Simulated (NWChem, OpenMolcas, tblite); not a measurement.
How methods differ on SnH2ClO2 (SMILES [OH][Sn]([OH])[Cl])

SnH2ClO2 has 6 atoms, charge 0, and is taken as a doublet. SMILES: `[OH][Sn]([OH])[Cl]`. The coordinates come from a PBE0-D4/def2-TZVP relaxation. This is one conformer, not always the lowest.

Each level gives the vertical energy of the quartet above the doublet (eV). The values are calculated.

```json
{"level": "IPEA1-xTB", "kind": "semi-empirical", "program": "tblite", "value (eV)": "6.47", "less CCSD(T)/def2-SVP": "-0.71", "CPU time (all runs)": "under 2 s"}
{"level": "UHF/def2-SVP (core potential)", "kind": "Hartree–Fock", "program": "OpenMolcas", "value (eV)": "6.33", "less CCSD(T)/def2-SVP": "-0.85", "CPU time (all runs)": "18 s"}
{"level": "USVWN5/def2-SVP (core potential)", "kind": "LDA", "program": "OpenMolcas", "value (eV)": "6.37", "less CCSD(T)/def2-SVP": "-0.81", "CPU time (all runs)": "63 s"}
{"level": "U-revPBE/def2-SVP (core potential)", "kind": "GGA", "program": "OpenMolcas", "value (eV)": "6.33", "less CCSD(T)/def2-SVP": "-0.85", "CPU time (all runs)": "92 s"}
{"level": "UM06-L/def2-SVP (core potential)", "kind": "meta-GGA", "program": "OpenMolcas", "value (eV)": "6.98", "less CCSD(T)/def2-SVP": "-0.20", "CPU time (all runs)": "2.1 min"}
{"level": "UB3LYP/def2-SVP (core potential)", "kind": "global hybrid", "program": "OpenMolcas", "value (eV)": "6.78", "less CCSD(T)/def2-SVP": "-0.40", "CPU time (all runs)": "85 s"}
{"level": "UMP2/def2-SVP (core potential)", "kind": "perturbation theory", "program": "NWChem", "value (eV)": "7.84", "less CCSD(T)/def2-SVP": "+0.66", "CPU time (all runs)": "3.4 min"}
{"level": "ROCCSD(T)/def2-SVP (core potential)", "kind": "coupled cluster or CI", "program": "OpenMolcas", "value (eV)": "7.18", "less CCSD(T)/def2-SVP": "0.00", "CPU time (all runs)": "3 min"}
```

ROCCSD(T)/def2-SVP (core potential) is the highest level here, not the true value. Spin-orbit coupling, which can split open shells on such heavy atoms by tenths of an eV, is left out. The values span 6.33 to 7.84 eV. In the correlated wave-function rows the outer d shell of Sn is correlated, in sets not made for it. The upper state's dipole differs much between rows, so they may not all be the same state. Times are those of the runs behind each value, whatever else they computed, on shared processors of several kinds: orders of magnitude only.
